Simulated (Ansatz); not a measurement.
Input and output for the cluster Te₂W (the lowest singlet isomer of a short search).

```yaml
crystal:
  periodic: [false, false, false]
  atoms:
    - {symbol: W, position_ang: [-0.385513, -0.853959, -0.011165]}
    - {symbol: Te, position_ang: [-1.595849, 1.234721, -0.016653]}
    - {symbol: Te, position_ang: [1.981362, -0.380772, 0.027818]}
basis:
  gaussian: {orbitals: def2-mTZVPP}
hamiltonian: {xc: {name: B2PLYP}}
scf: {omitted_lower_state_checks: [starts]}
```

```sh
$ ansatz run in.yaml --threads 2 --pin off --events-out ev --progress --plain --max-ram 4352MiB
```

Shortened log:

```
Functional definition: B2PLYP
1242 factors; integrals over basis functions are off by at most 6.0e-5 eV
mean field evaluation 1: about -16385.3646 eV, gradient 1.4e1 eV
mean field evaluation 2: about -16385.5641 eV, gradient 1.4e1 eV
mean field evaluation 4: about -16385.9279 eV, gradient 1.0e1 eV
mean field evaluation 8: about -16386.2068 eV, gradient 4.4e-1 eV
mean field evaluation 16: about -16386.2121 eV, gradient 1.6e-2 eV
mean field evaluation 32: about -16386.2122 eV, gradient 7.8e-6 eV
mean field -16386.21215347 eV, -602.1821896664 hartree, gradient 7.8e-6 eV, S^2 0.000000; 0 other end points of the search recorded, 0 dependent functions left out; unrestricted orbitals would lower it
8 core orbitals not correlated: weight in the atoms' cores, before any rotation towards them, 1.000 or more for the frozen orbitals, at most 0.000 for the correlated occupied ones
reference -16386.21227851 eV, -602.1821942618 hartree; 23, 23 occupied and 77, 77 virtual orbitals, 1242 factors
second order -23.29669645 eV of doubles, -0.00000000 eV of singles
Total energy: -16392.50238656 eV, -602.4133514687 hartree
Checks for a lower state left out: starts
```

Run time 3.7 s (2 threads of AMD EPYC 9R14 on a shared host).

In the def2 sets Te, W take a core potential; there is no spin–orbit coupling. Correlated methods freeze 8 core orbitals; core or outer-core shells of W, Te are correlated, in sets that lack core-valence functions. The restricted singlet is unstable: a solution with broken spin symmetry lies lower.
